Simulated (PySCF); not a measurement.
PySCF job for C3H3F4, SMILES [CH](CC(F)(F)F)F (connectivity only; charge and spin as stated), charge +1, multiplicity 1, PBE-D3(BJ)/def2-SVP. Geometry: PBE-D3(BJ)/def2-SVP. The multiplicity is an assumed one; no other spin state was optimised. The isomer is the one that the SMILES or the coordinates give; other isomers of the formula were not compared. One conformer was computed; it need not be the lowest.

```python
import numpy as np
from pyscf import gto, scf, dft, df
from pyscf.hessian import thermo

mol = gto.M(
    atom='''
    F     2.39296066   -0.78917377   -0.54886216
    C     1.65648218   -0.01632313    0.13282195
    C     0.45374890   -0.49314748    0.74442691
    C    -0.84930583    0.18744434    0.05494803
    F    -0.89125395   -0.19238766   -1.21827746
    F    -1.90937541   -0.24295194    0.70863353
    F    -0.74011190    1.51143724    0.14179426
    H     2.00900504    1.03920203    0.16998867
    H     0.34744231   -1.59443030    0.70029831
    H     0.40802646   -0.09492891    1.78693802
    ''',
    basis='def2-SVP',
    charge=1,
    spin=0,
    max_memory=1600,
    verbose=3,
)
mf = dft.RKS(mol, xc='pbe').density_fit(auxbasis='def2-universal-jkfit')
mf.disp = 'd3bj'
mf.grids.level = 3
mf.conv_tol = 1e-11
mf.max_cycle = 100
mf.kernel()

# [left out here: the lines that compute and print the analytic Hessian (its translational invariance restored by hand, since the grid's response is missing), thermochemistry and intensities]
```

It prints:

```
converged SCF energy = -514.238524127392

WARN: DFTD3 does not support analytical Hessian, using finite difference


WARN: Mole.unit (angstrom) is changed to Bohr

Mode                                 0                   1                   2
Irrep
Freq [cm^-1]                       41.9041             75.2902            176.4282
Reduced mass [au]                   8.2787              4.7171              3.3916
Force const [Dyne/A]                0.0086              0.0158              0.0622
Char temp [K]                      60.2906            108.3258            253.8410
Normal mode                   x     y     z       x     y     z       x     y     z
       0   F                -0.13  0.00 -0.09   -0.01  0.10 -0.04    0.02 -0.03 -0.01
       1   C                 0.01 -0.00  0.06   -0.00 -0.01  0.10    0.11 -0.04  0.11
       2   C                 0.01  0.04  0.10   -0.03 -0.09 -0.01    0.02  0.03 -0.04
       3   C                 0.02  0.01  0.01    0.00 -0.02 -0.01   -0.02  0.03 -0.03
       4   F                 0.10 -0.02  0.01   -0.04 -0.06  0.01   -0.07  0.03 -0.02
       5   F                 0.01 -0.02 -0.04   -0.02  0.07  0.02    0.05 -0.03  0.04
       6   F                -0.02  0.01 -0.01    0.09 -0.03 -0.04   -0.08  0.03 -0.04
       7   H                 0.12 -0.04  0.15    0.02 -0.02  0.29    0.31 -0.11  0.34
       8   H                -0.01  0.04  0.11   -0.02 -0.08 -0.14   -0.04  0.04 -0.11
       9   H                -0.02  0.08  0.08   -0.08 -0.20  0.03   -0.04 -0.02 -0.02
Mode                                 3                   4                   5
Irrep
Freq [cm^-1]                      311.4662            353.8208            442.0376
Reduced mass [au]                   9.0301              5.3127              3.5139
Force const [Dyne/A]                0.5161              0.3919              0.4045
Char temp [K]                     448.1306            509.0693            635.9938
Normal mode                   x     y     z       x     y     z       x     y     z
       0   F                 0.08 -0.00 -0.04    0.03 -0.01 -0.02    0.08  0.03 -0.05
       1   C                 0.04 -0.04 -0.03    0.08  0.02  0.01   -0.02 -0.11  0.01
       2   C                 0.01 -0.03 -0.05    0.06  0.08  0.03    0.01 -0.06  0.14
       3   C                -0.03  0.02  0.04   -0.03 -0.03 -0.01   -0.02  0.00 -0.01
       4   F                 0.08 -0.05  0.06   -0.08 -0.03  0.01   -0.02  0.06 -0.01
       5   F                -0.08  0.08 -0.01   -0.09  0.01 -0.08   -0.01 -0.00  0.00
       6   F                -0.09  0.03  0.02    0.06 -0.04  0.06   -0.02 -0.00 -0.05
       7   H                 0.05 -0.05  0.05    0.18 -0.01  0.05   -0.18 -0.05 -0.05
       8   H                -0.04 -0.03 -0.13    0.11  0.07  0.17   -0.09 -0.05  0.37
       9   H                 0.11 -0.13 -0.00    0.04  0.22 -0.02    0.02  0.20  0.04
Mode                                 6                   7                   8
Irrep
Freq [cm^-1]                      532.8538            545.1554            585.9949
Reduced mass [au]                  10.1340              8.7547              3.2414
Force const [Dyne/A]                1.6953              1.5330              0.6558
Char temp [K]                     766.6580            784.3573            843.1162
Normal mode                   x     y     z       x     y     z       x     y     z
       0   F                -0.01  0.00  0.00   -0.02 -0.02  0.01   -0.04 -0.02  0.02
       1   C                 0.00  0.01  0.01    0.04  0.05 -0.01    0.03  0.05  0.01
       2   C                 0.01 -0.00  0.01    0.04  0.00 -0.01    0.13 -0.09  0.08
       3   C                 0.00 -0.05 -0.07   -0.04 -0.06  0.05    0.04  0.01 -0.00
       4   F                 0.03 -0.01 -0.11    0.05  0.11  0.00   -0.06  0.01  0.01
       5   F                 0.03  0.11  0.06   -0.09 -0.00  0.06    0.02  0.04 -0.07
       6   F                -0.06 -0.08  0.07    0.01 -0.08 -0.09   -0.06  0.01 -0.01
       7   H                -0.00  0.01 -0.01    0.11  0.03 -0.00   -0.09  0.09 -0.21
       8   H                 0.07 -0.01  0.12    0.17 -0.01 -0.07    0.24 -0.10 -0.14
       9   H                -0.09  0.13 -0.05    0.07 -0.09  0.03    0.02 -0.29  0.14
Mode                                 9                  10                  11
Irrep
Freq [cm^-1]                      765.4352            862.9891            932.3403
Reduced mass [au]                   7.2347              1.8558              1.4772
Force const [Dyne/A]                2.4974              0.8143              0.7566
Char temp [K]                    1101.2909           1241.6492           1341.4301
Normal mode                   x     y     z       x     y     z       x     y     z
       0   F                -0.01  0.01  0.01    0.05 -0.01 -0.03   -0.01  0.01  0.03
       1   C                -0.02 -0.01 -0.02    0.02 -0.01 -0.00   -0.05 -0.01 -0.06
       2   C                -0.05  0.03 -0.05   -0.09  0.11  0.10    0.00  0.01  0.05
       3   C                 0.11 -0.05  0.06    0.03 -0.00  0.01    0.03 -0.02  0.05
       4   F                -0.03  0.05  0.08   -0.01  0.00 -0.02   -0.02 -0.02 -0.08
       5   F                 0.06  0.05 -0.07    0.01  0.01 -0.00   -0.01 -0.00  0.01
       6   F                -0.04 -0.09 -0.02    0.00 -0.05  0.00   -0.00  0.03  0.00
       7   H                 0.05 -0.05  0.16    0.00  0.01 -0.23    0.16 -0.10  0.33
       8   H                -0.10  0.03  0.07   -0.19  0.14 -0.35   -0.00  0.02 -0.03
       9   H                 0.10  0.13 -0.07   -0.17 -0.40  0.29    0.69 -0.14  0.15
Mode                                12                  13                  14
Irrep
Freq [cm^-1]                     1035.5229           1067.5135           1148.8093
Reduced mass [au]                   5.5324              1.6650              1.5419
Force const [Dyne/A]                3.4953              1.1179              1.1989
Char temp [K]                    1489.8869           1535.9142           1652.8808
Normal mode                   x     y     z       x     y     z       x     y     z
       0   F                 0.01 -0.00  0.01    0.04 -0.02 -0.00   -0.01  0.00  0.02
       1   C                -0.08 -0.01 -0.04   -0.06  0.06 -0.11    0.01  0.04 -0.05
       2   C                 0.07  0.02  0.03   -0.03 -0.04  0.07    0.10 -0.04  0.02
       3   C                -0.14  0.10 -0.08    0.01 -0.06 -0.01    0.08  0.04  0.02
       4   F                 0.02  0.01  0.05    0.00  0.00  0.01   -0.01 -0.01 -0.02
       5   F                 0.05  0.01 -0.02    0.01  0.00 -0.00   -0.05 -0.01  0.02
       6   F                 0.01 -0.08  0.00   -0.00  0.04 -0.00   -0.00 -0.01 -0.00
       7   H                 0.04 -0.07  0.21    0.39 -0.10  0.34    0.00  0.04  0.14
       8   H                -0.05  0.05 -0.23    0.23 -0.07  0.03   -0.70  0.05 -0.16
       9   H                 0.08  0.01  0.03   -0.47 -0.00  0.03   -0.20  0.18 -0.08
Mode                                15                  16                  17
Irrep
Freq [cm^-1]                     1201.5115           1273.7958           1285.8530
Reduced mass [au]                   2.3340              4.2053              4.0287
Force const [Dyne/A]                1.9852              4.0202              3.9246
Char temp [K]                    1728.7076           1832.7085           1850.0562
Normal mode                   x     y     z       x     y     z       x     y     z
       0   F                 0.00 -0.01 -0.00    0.00  0.01  0.00    0.01 -0.03 -0.02
       1   C                 0.08  0.11 -0.01   -0.03 -0.03  0.00    0.01  0.02  0.02
       2   C                -0.09 -0.09  0.01    0.01  0.00 -0.02    0.03  0.01 -0.00
       3   C                -0.08  0.06  0.03    0.04  0.17  0.15   -0.13 -0.09  0.16
       4   F                 0.00 -0.01 -0.00   -0.01 -0.02 -0.06    0.00 -0.00 -0.04
       5   F                 0.04  0.01 -0.02   -0.01 -0.01 -0.01    0.06  0.02 -0.04
       6   F                 0.00 -0.03 -0.00   -0.00 -0.06 -0.01    0.01  0.03 -0.01
       7   H                 0.31  0.06 -0.18    0.07 -0.07 -0.01   -0.29  0.12  0.17
       8   H                -0.29 -0.10  0.34    0.31 -0.03  0.09   -0.11  0.03 -0.13
       9   H                 0.17 -0.10  0.04   -0.24  0.02 -0.04   -0.12  0.11 -0.05
Mode                                18                  19                  20
Irrep
Freq [cm^-1]                     1319.7838           1359.8268           1541.8873
Reduced mass [au]                   1.4858              1.5350              4.1401
Force const [Dyne/A]                1.5249              1.6723              5.7992
Char temp [K]                    1898.8751           1956.4881           2218.4326
Normal mode                   x     y     z       x     y     z       x     y     z
       0   F                 0.03 -0.07 -0.04    0.03 -0.04 -0.04    0.05 -0.04 -0.05
       1   C                -0.00  0.09  0.01   -0.02  0.07  0.06   -0.17  0.07  0.12
       2   C                -0.02  0.02 -0.01   -0.08 -0.06  0.06    0.07  0.02 -0.05
       3   C                 0.05  0.05 -0.04    0.04  0.03 -0.01    0.02 -0.02  0.01
       4   F                -0.00 -0.00  0.01   -0.00 -0.00 -0.00   -0.00  0.00 -0.01
       5   F                -0.02 -0.01  0.01   -0.01 -0.01  0.01   -0.01  0.00  0.00
       6   F                -0.00 -0.02  0.00   -0.00 -0.01 -0.00   -0.00  0.01 -0.00
       7   H                -0.49  0.25  0.46   -0.03  0.09 -0.05    0.27 -0.08 -0.19
       8   H                 0.05 -0.00  0.27    0.17 -0.06 -0.50   -0.16  0.04  0.14
       9   H                 0.03 -0.23  0.09    0.22  0.51 -0.14    0.03 -0.11  0.00
Mode                                21                  22                  23
Irrep
Freq [cm^-1]                     2953.2863           3067.7918           3094.3453
Reduced mass [au]                   1.0638              1.0995              1.1040
Force const [Dyne/A]                5.4667              6.0965              6.2281
Char temp [K]                    4249.1215           4413.8693           4452.0739
Normal mode                   x     y     z       x     y     z       x     y     z
       0   F                 0.00 -0.00 -0.00   -0.00  0.00  0.00   -0.00  0.00  0.00
       1   C                -0.00 -0.00  0.00   -0.03 -0.08 -0.00   -0.00 -0.01 -0.00
       2   C                -0.01 -0.00  0.07    0.01  0.01 -0.00   -0.01 -0.08 -0.03
       3   C                 0.00 -0.00  0.00   -0.00 -0.00  0.00   -0.00 -0.00 -0.00
       4   F                -0.00 -0.00 -0.00    0.00 -0.00  0.00    0.00  0.00  0.00
       5   F                -0.00 -0.00 -0.00   -0.00  0.00 -0.00    0.00  0.00  0.00
       6   F                -0.00  0.00 -0.00    0.00  0.00 -0.00   -0.00  0.00  0.00
       7   H                 0.01  0.04 -0.00    0.30  0.89  0.03    0.05  0.12  0.00
       8   H                 0.04  0.34  0.02   -0.01 -0.13 -0.01    0.09  0.88  0.04
       9   H                 0.06 -0.32 -0.84   -0.01 -0.00 -0.01   -0.02  0.11  0.30
temperature 298.1500 [K]
pressure 101325.00 [Pa]
Rotational constants [GHz] 4.88189 1.59697 1.57618
Symmetry number 1
Zero-point energy (ZPE) 0.05918 [Eh]   155368.849 [J/mol]
                           tot       elec      trans        rot        vib
Entropy [J/mol/K]       356.288      0.000    167.929    115.733     72.627
Cv [J/mol/K]             97.154      0.000     12.472     12.472     72.210
Cp [J/mol/K]            105.468      0.000     20.786     12.472     72.210
Internal energy [J/mol]                      3718.434   3718.434 166324.630
Internal energy [Eh]   -514.17234  -514.23852
Enthalpy [J/mol]                             6197.391   3718.434 166324.630
Enthalpy [Eh]          -514.17140
Gibbs free energy [J/mol]                  -43870.531 -30787.408 144670.996
Gibbs free energy [Eh] -514.21186
mode   freq/cm-1   IR/(km/mol)
   1       41.90         4.115
   2       75.29         5.671
   3      176.43         2.105
   4      311.47         2.369
   5      353.82         2.878
   6      442.04        26.437
   7      532.85         3.590
   8      545.16         8.237
   9      585.99         0.264
  10      765.44       109.268
  11      862.99        19.942
  12      932.34       145.767
  13     1035.52       509.702
  14     1067.51        10.994
  15     1148.81        25.958
  16     1201.51        27.620
  17     1273.80       220.495
  18     1285.85       297.717
  19     1319.78        49.905
  20     1359.83        52.192
  21     1541.89       251.890
  22     2953.29        74.751
  23     3067.79        10.423
  24     3094.35        39.293
max |gradient| / (hartree/bohr): 0.00017020230424580682
APT charges: [-0.3227  0.9631 -0.5884  1.9277 -0.4776 -0.496  -0.4884  0.1384  0.1348
  0.2092]
```

The run converged.

Cost: very roughly 2.3 core-minutes.
